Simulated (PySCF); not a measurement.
Al(OH)2(OEt), C2H7AlO3, SMILES CC[O][Al]([OH])[OH] (PBE0/def2-SVP optimised geometry):

```
13

Al    -0.213     0.929     0.000
O     -1.057     2.400     0.000
H     -2.013     2.458     0.009
O      1.483     0.929     0.000
H      2.013     1.728    -0.003
O     -1.065    -0.531     0.002
C     -0.753    -1.885     0.127
C      0.056    -2.182     1.375
H     -1.699    -2.458     0.151
H     -0.199    -2.239    -0.764
H     -0.494    -1.866     2.275
H      0.267    -3.259     1.465
H      1.019    -1.647     1.350
```

Calculation: PBE0/def2-TZVP in PySCF 2.14.0.

Task: What are the frontier orbital energies and the dipole moment?

Result: HOMO-2 -8.97 eV, HOMO-1 -8.18 eV, HOMO -7.96 eV, LUMO -0.33 eV, LUMO+1 0.93 eV; dipole moment 0.34 D.

On the same geometry PBE/def2-TZVP (PySCF) gives HOMO-2 -7.25 eV, HOMO-1 -6.64 eV, HOMO -6.43 eV, LUMO -1.20 eV, LUMO+1 0.14 eV; dipole moment 0.32 D.

Meta-Löwdin charges at PBE0/def2-TZVP: Al1 1.30, O2 -0.79, H3 0.36, O4 -0.79, H5 0.36, O6 -0.65, C7 0.03, C8 -0.35, H9 0.10, H10 0.09, H11 0.11, H12 0.12, H13 0.12.
